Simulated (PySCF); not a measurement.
## Electron correlation in Zn¹³⁺ (zinc, charge +13)

Starting occupation: [Ne] 3s2 3p5, 3p1/2 with m_j = -1/2, +1/2, 3p3/2 with m_j = -1/2, +1/2, +3/2. Calculation: PySCF 2.14, in an even-tempered Gaussian basis (20 s from 1 bohr⁻², ratio 2.4; 14 p from 1.3 bohr⁻², ratio 2.4; 5 d from 7.3 bohr⁻², ratio 2.6; 4 f from 11 bohr⁻², ratio 2.6); X2C-1e with screened-nucleus spin-orbit coupling, Gaussian nucleus. Frozen: 1s2; 15 electrons correlated; the 58 highest virtual spinors left out.

MP2 pair energies summed by pair of shells (mhartree):

```csv
pair,energy,share (%)
2p1/2-2p3/2,-83.75,15.0
2p3/2-2p3/2,-82.95,14.9
3p1/2-3p3/2,-61.32,11.0
2p3/2-2s1/2,-36.89,6.6
3p3/2-3s1/2,-36.77,6.6
3p3/2-3p3/2,-35.35,6.3
2p3/2-3p3/2,-33.34,6.0
2p3/2-3p1/2,-23.97,4.3
2p1/2-2p1/2,-19.98,3.6
3p1/2-3s1/2,-19.51,3.5
2p1/2-2s1/2,-18.14,3.3
2p1/2-3p3/2,-16.64,3.0
3p1/2-3p1/2,-15.92,2.9
2p3/2-3s1/2,-15.04,2.7
2s1/2-2s1/2,-10.23,1.8
2p1/2-3p1/2,-9.94,1.8
2s1/2-3p3/2,-9.39,1.7
3s1/2-3s1/2,-9.08,1.6
2p1/2-3s1/2,-6.90,1.2
2s1/2-3p1/2,-6.32,1.1
2s1/2-3s1/2,-5.33,1.0
```

Total MP2 correlation energy: -556.77 mhartree.
